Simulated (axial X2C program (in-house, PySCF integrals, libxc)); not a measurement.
**Which molecule has these constants?**

All values come from calculations with an axial X2C code built on PySCF integrals, spin-free (one-electron X2C) or two-component (2c: spin–orbit coupling with atomic mean-field Coulomb and Gaunt terms, which also bring small scalar terms), in Dyall basis sets with cores contracted in-house; open shells are unrestricted.

A two-component PBE0 calculation in a Dyall 3-zeta basis gave Re = 1.792 Å, ωe = 812.2 cm⁻¹, dipole magnitude 1.91 D, Ω = 2.

Question: Which molecule is it?
A. AsC
B. MnC
C. KC
D. FeC
E. GeC

Answer: E. The others have AsC 1.661 Å and 1065.0 cm⁻¹ (Ω = 1/2); FeC 1.666 Å and 535.7 cm⁻¹ (Ω = 3); MnC 1.754 Å and 531.5 cm⁻¹ (Ω = 3/2); KC 2.515 Å and 358.0 cm⁻¹ (Ω = 3/2).

Each entry is the lowest single determinant of a limited PBE0 search at one distance. De goes to single-determinant-based atoms at the same level (for ions the charge split of lowest energy) and is withheld (n/a) where an atom does not fit its ground term or J level. Main or longest-lived isotopes. One determinant is a doubtful description, or other states lie close, for GeC, AsC, FeC, MnC, KC; these need not be ground states, and all values refer to the states named. Some open-shell Ω = 0 determinants are out of reach, so the Ω given for GeC need not be the lowest component. With several unpaired electrons the Ω given is that of one determinant, not necessarily of the lowest component. Some light 2c atoms are not at their ground J level, so De misses part of their lowering (0.04 eV or less). The functionals have no current term, which raises determinants with orbital currents.
